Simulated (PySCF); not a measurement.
Run record: geometry optimisation, `Cl[SiH2][SiH2][GeH3]`.

Computed with PBE0-D3(BJ)/def2-SVP geometry optimisation, gas phase (PySCF 2.14.0). Start geometry: GFN2-xTB. The command runs a driver script over a list of jobs; the input below is this job's line of settings and its coordinates in Å.

Command:
```bash
OMP_NUM_THREADS=1 python probes_run.py task.json out
```

Input:
```
{"job": {"xc": "PBE0", "basis": "def2-SVP", "d3": "d3bj", "grid": 1, "shake": 0.01, "kind": "geom"}, "charge": 0, "multiplicity": 1}
Cl    -1.158900    -2.133750     0.587950
Si    -1.940420    -0.261050     0.198870
Si    -0.100070     1.037150    -0.329090
Ge     1.876380    -0.266800    -0.032560
H     -2.924340    -0.439020    -0.875560
H     -2.677690     0.138420     1.399960
H     -0.130740     1.541580    -1.698300
H      0.026390     2.242980     0.519350
H      2.022640    -0.777830     1.386730
H      3.154930     0.397700    -0.304910
H      1.889930    -1.505210    -0.868090
```

Output:
```
step   0  E = -3119.18780851  max force = 0.022034
step   1  E = -3119.19511351  max force = 0.009416
step   2  E = -3119.19567098  max force = 0.001866
step   3  E = -3119.19569171  max force = 0.000469
step   4  E = -3119.19569355  max force = 0.000687
step   5  E = -3119.19569397  max force = 0.000508
step   6  E = -3119.19569485  max force = 0.000145
optimisation converged
```

Energies in Eh; «max force» is the largest Cartesian gradient component in Eh/bohr.

Q: How much energy does the optimisation release, in kJ/mol?

A: E(step 0) − E(last step) = 0.007886 Eh, which is 20.7 kJ/mol.

Summary of the converged run: final energy -3119.19569 Eh after 6 steps; dipole 1.32 D.

Hardware: one thread of an Arm Neoverse N1, shared host with 64 logical CPUs at a one-minute load of 39. Cost: 69 s wall, 0.48 GiB resident at most.
Labels such as C1 count atoms from 1, the log's own numbers from 0.
